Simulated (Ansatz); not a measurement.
Reactions of C$_{2}$H$_{8}$SiTe (`C[SiH2][Te]C`).

Calculated with Ansatz (gas phase, PBE0-D4/def2-TZVP geometries, no zero-point term in ΔE). CCSD(T)/CBS adds triple-zeta CCSD(T) − MP2 to the extrapolated MP2 energy (def2 sets, frozen cores). This one scheme is used for every species. DFT in def2-TZVPP. No spin–orbit coupling; open shells (•) take unrestricted orbitals. def2 core potentials past Kr. For As, Te outer-core shells are correlated without core-valence functions, which leaves a few kJ/mol of doubt a bond. Scalar relativity is left out up to krypton. One conformer a species, not always the lowest.

```json
{"reaction": "`C[SiH2][Te]C` + SiH₄ → `C[Te][SiH2][SiH3]` + CH₄", "CCSD(T)/CBS(def2) (kcal/mol)": "?"}
{"reaction": "`C[SiH2][Te]C` + `BCC#C` → `C#CC[SiH2]C` + `B[Te]C`", "CCSD(T)/CBS(def2) (kcal/mol)": "-5.5"}
{"reaction": "`C[SiH2][Te]C` + silanol → `CO[SiH3]` + `C[SiH2][TeH]`", "CCSD(T)/CBS(def2) (kcal/mol)": "14.9"}
{"reaction": "`C[SiH2][Te]C` + `O[AsH2]` → `C[Te][AsH]O` + `C[SiH3]`", "CCSD(T)/CBS(def2) (kcal/mol)": "-2.1"}
{"reaction": "`C[SiH2][Te]C` → `CC[Te][SiH3]`", "CCSD(T)/CBS(def2) (kcal/mol)": "11.0"}
{"reaction": "`C[SiH2][Te]C` + acetylene → `C#C[SiH2][Te]C` + CH₄", "CCSD(T)/CBS(def2) (kcal/mol)": "-10.2"}
{"reaction": "`C[SiH2][Te]C` + `C=CF` → `C[Te]/C=C/F` + `C[SiH3]`", "CCSD(T)/CBS(def2) (kcal/mol)": "?"}
{"reaction": "`C[SiH2][Te]C` → `C[SiH2]`• + `C[Te]`•", "CCSD(T)/CBS(def2) (kcal/mol)": "74.6"}
{"reaction": "`C[SiH2][Te]C` + `OBO` → `C[SiH2][Te]B(O)O` + CH₄", "CCSD(T)/CBS(def2) (kcal/mol)": "-19.4"}
{"reaction": "`C[SiH2][Te]C` → dimethyl telluride + `[SiH2]`", "CCSD(T)/CBS(def2) (kcal/mol)": "?"}
```

(1) Fill in the missing values. (Best estimate.)

Largest T1 diagnostic: 0.015, for `B[Te]C`.

Answers

(1) Ansatz gave: `C[SiH2][Te]C` + SiH₄ → `C[Te][SiH2][SiH3]` + CH₄: -2.8 kcal/mol; `C[SiH2][Te]C` + `C=CF` → `C[Te]/C=C/F` + `C[SiH3]`: +21.4 kcal/mol; `C[SiH2][Te]C` → dimethyl telluride + `[SiH2]`: +78.7 kcal/mol.
